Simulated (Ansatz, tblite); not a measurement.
Forces on (KCl)2 ring (K2Cl2) at its PBE0-D4/def2-TZVP geometry. Total charge 0; singlet.

The xTB rows come from tblite.

GFN1-xTB (tblite), largest force 0.39 eV/Å:

```xyz
4
positions Å, forces eV/Å
K    -1.575    0.921    0.721    0.311   -0.182   -0.142
Cl    0.986    1.851   -0.209   -0.155   -0.290    0.032
K     1.575   -0.921   -0.722   -0.310    0.181    0.143
Cl   -0.986   -1.851    0.210    0.154    0.290   -0.033
```

GFN2-xTB (tblite), largest force 0.37 eV/Å:

```
K 0.115 -0.067 -0.052
Cl -0.175 -0.329 0.037
K -0.115 0.067 0.053
Cl 0.175 0.329 -0.037
```

r2SCAN-D4/def2-TZVP (Ansatz), largest force 0.03 eV/Å:

```
K -0.026 0.015 0.012
Cl 0.008 0.016 -0.002
K 0.026 -0.015 -0.012
Cl -0.008 -0.016 0.002
```
